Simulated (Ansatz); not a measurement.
`[OH][Ti]([F])([F])[Br]` + H₂O → `[OH][Ti]([OH])([F])[F]` + HBr at 500 K and 1 bar (formal hydrolysis of a Ti–Br bond).

Gas-phase electronic energies from Ansatz, PBE0-D4/def2-TZVP geometries. CCSD(T)/CBS is the MP2 limit (def2-TZVPP, def2-QZVPP) plus CCSD(T) − MP2 in def2-TZVPP, frozen cores. This one scheme is used for every species. For Br, Ti outer-core shells are correlated without core-valence functions, which leaves a few kJ/mol of doubt a bond. Scalar relativity is left out up to krypton. One conformer a species, not always the lowest.

| species | CCSD(T)/CBS energy (Eh) | H − E (kJ/mol) | S (J/(mol·K)) |
| --- | --- | --- | --- |
| `[OH][Ti]([F])([F])[Br]` | -3697.85928 | 92.1 | 422.1 |
| H₂O | -76.37941 | 73.2 | 206.3 |
| `[OH][Ti]([OH])([F])[F]` | -1200.30786 | 125.8 | 413.3 |
| HBr | -2573.91920 | 30.5 | 213.7 |

H − E and S are ideal-gas, rigid-rotor, harmonic terms from PBE0-D4/def2-TZVP, for one conformer and one mirror image of each species. 1 Eh = 2625.50 kJ/mol, R = 8.31446 J/(mol·K).

By hand: ΔE, ΔH, ΔS and ΔG.

ΔE = (-1200.30786) + (-2573.91920) − (-3697.85928) − (-76.37941) = 0.01163 Eh = 30.5 kJ/mol. Δ(H − E) = 125.8 + 30.5 − 92.1 − 73.2 = -9.0, so ΔH = 21.5 kJ/mol. ΔS = 413.3 + 213.7 − 422.1 − 206.3 = -1.4 J/(mol·K). ΔG = 21.5 − 500 × (-1.4)/1000 = 22.2 kJ/mol.

By hand: the equilibrium constant, and the temperature at which ΔG would vanish if ΔH and ΔS stayed fixed.

log₁₀ K = −ΔG/(RT ln 10) = -2.3. ΔH and −TΔS have one sign here, so there is no such temperature. One of them is within its doubt of zero, so this could turn.

The number of gas molecules stays the same, so ΔS is small and ΔH decides. A doubt of 5 kJ/mol in ΔE shifts log₁₀ K by 0.5 here. Other conformers and mirror images would add mixing entropy, several J/(mol·K) or more a flexible species. These are equilibria of isolated gas molecules and say nothing of rates. Largest T1 diagnostic: 0.023 (customary marks: 0.02 for closed shells, 0.045 for open ones).
